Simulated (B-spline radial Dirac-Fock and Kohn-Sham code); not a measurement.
Mn⁴⁺ 3p3/2: cross section and angular parameters

System: Mn⁴⁺ in the configuration 1s2 2s2 2p6 3s2 3p6 3d3; threshold 119.9 eV (orbital energy of the model). Model: Dirac-Hartree-Slater photoionisation with a Latter tail; cross sections with all multipoles, angular parameters from the dipole term and its interference with E2. Program: a radial finite-basis atomic code.

Input of the calculation (task.json; shells as n, l, electrons):

```json
{"items": [{
  "Z": 25,
  "q": 4,
  "cfg": [[1, 0, 2], [2, 0, 2], [2, 1, 6], [3, 0, 2], [3, 1, 6], [3, 2, 3]],
  "A": 55,
  "rrms": 3.7057,
  "do": "xps",
  "hv": [73.7, 73.9, 78.8, 83.7, 115.0, 147.0, 172.0, 196.0, 200, 203.0, 219.0, 244.0, 300, 353.0, 394.0, 400, 637.0, 800, 1090.0, 1550.0, 1590.0, 2980.0, 3170.0, 4010.0, 5414.7, 8170.0, 9251.7, 9730.0, 12000, 15000]
}]}
```

Launch: `python xray2_run.py task.json out`

```csv
hν (eV),σ (kb),β,γ,δ
147,808,0.824,0.135,0.021
172,761,1.126,0.108,0.007
196,694,1.288,0.068,0.002
200,681,1.308,0.062,0.001
203,671,1.322,0.058,0.001
219,616,1.387,0.036,0.000
244,544,1.461,0.010,0.000
300,411,1.556,-0.018,0.000
353,318,1.599,-0.021,0.002
394,264,1.616,-0.014,0.002
400,257,1.618,-0.012,0.002
637,103,1.624,0.085,0.006
800,62.9,1.600,0.163,0.009
1090,30.3,1.541,0.295,0.014
1550,12.4,1.446,0.464,0.024
1590,11.5,1.438,0.477,0.025
2980,1.99,1.206,0.804,0.058
3170,1.66,1.180,0.837,0.063
4010,0.814,1.077,0.959,0.084
5414.7,0.316,0.939,1.104,0.120
8170,0.0818,0.745,1.277,0.186
9251.7,?,?,?,?
9730,0.0452,0.665,1.341,0.220
12000,0.0219,0.571,1.412,0.267
15000,0.00998,0.475,1.483,0.324
```

Task: Give the values at Ga Kα (9251.7 eV).

Result: σ = 0.0537 kb, β = 0.688, γ = 1.323, δ = 0.210.
